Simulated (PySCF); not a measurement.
Ionising AsF

TPSSh; basis As def2-TZVPPD, F def2-TZVPPD; no relativity; PySCF 2.14. Neutral (UKS): triplet (π ↑↑), Re = 1.753 Å, ωe = 677 cm⁻¹, De = 4.30 eV, HOMO -6.23 eV, LUMO -3.32 eV.

AsF⁺ (UKS): doublet (π ↑), Re = 1.670 Å, ωe = 820 cm⁻¹, De = 4.79 eV to As⁺ + F. The energies at the minima are -2335.68189 hartree for AsF and -2335.33404 for AsF⁺.

(1) Work out the adiabatic ionisation energy, without and with harmonic zero-point energies (1 hartree = 27.2114 eV, 1 eV = 8065.5 cm⁻¹), and the change of the bond length.

Spin–orbit coupling is left out. For an ion De counts to the pair picked by the measured ionisation energies or electron affinities, which need not be the lowest pair at this level. States were picked by a PBE0 search and need not be the measured ground states.

## Answers

(1) At TPSSh: 0.34785 hartree = 9.465 eV between the minima; the zero-point term (820.0 − 677.0)/2 cm⁻¹ = +0.009 eV makes it 9.474 eV. Re changes by -8.3 pm against the neutral. The electron leaves a π orbital, and the shorter bond of the ion fits an antibonding orbital, or a change in how ionic the bond is.
